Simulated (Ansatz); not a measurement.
Spectroscopic constants of BRh, closed-shell singlet (lowest of 2S+1 = 1, 3, 5 at CCSD(T)/def2-TZVPP on PBE0 minima; our sources give no spin for the ground state, which may be another). No spin–orbit coupling.

The constants come from a fifth-degree fit in 1/R (seven points, main isotopes). In def2 and cc sets the state is the lowest found near the PBE0 minimum, followed along R. The singlet is held restricted.

Correlated levels freeze the inner cores; with def2 sets outer-core shells near the valence are correlated too.

Run with Ansatz (a quantum-chemistry and plane-wave program) with Gaussian orbitals.  In def2 rows elements past Kr take small-core potentials, without spin–orbit coupling.

Energies at CCSD(T)/def2-QZVPP:

```tsv
R (Å)	E (hartree)
1.553560	-135.13533357
1.595322	-135.14286997
1.633744	-135.14693683
1.677177	-135.14879467
1.720609	-135.14825974
1.770724	-135.14525064
1.829192	-135.13920015
```

Task: With a reduced mass of 9.9453 u, find the minimum, the force constant and the constants.

Result: A fifth-degree polynomial in 1/R puts the minimum at r_e = 1.6880 Å with force constant 524 N/m. Then ω_e = (1/2πc)√(k/μ) = 945 cm⁻¹ and B_e = h/(8π²cμr_e²) = 0.5949 cm⁻¹; the cubic and quartic terms give α_e = 0.0038 and ω_e x_e = 3.6 cm⁻¹.

Doubts at one or more of the structures used: a restricted determinant that unrestricted orbitals would lower (CCSD(T)/def2-QZVPP).
